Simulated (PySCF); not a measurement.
**TPSS on Te⁺ (tellurium, charge +1)**

Configuration: [Kr] 4d10 5s2 5p3, high-spin 4S determinant. Calculation: PySCF 2.14, in cc-pVTZ-PP with ECP28MDF (5s4p3d1f, 39 functions); scalar relativity through the core potential.

```
Total energy                : -267.5578 hartree
One-electron energy         : -459.0801 hartree
Hartree (Coulomb) energy    : 211.9170 hartree
Exchange-correlation energy : -20.3947 hartree
⟨S²⟩                        : 3.7511
⟨L²⟩                        : 0.000
Sum of ⟨r⟩                  : 27.84 bohr
Sum of ⟨r²⟩                 : 47.12 bohr²
Time after the integrals    : 0.65 s of wall time on 1 thread of Neoverse-V1 (shared host)
```

```tsv
shell	electrons	mean orbital energy (eV)	rms radius, mean of both spins (bohr)
4s α	1	-174.96	0.819
4s β	1	-174.74	0.819
4p α	3	-124.94	0.882
4p β	3	-124.73	0.882
4d α	5	-50.447	1.05
4d β	5	-50.070	1.05
5s α	1	-24.559	2.17
5s β	1	-21.958	2.17
5p α	3	-14.661	2.63
```

Energies and moments cover only the electrons outside the core potential.
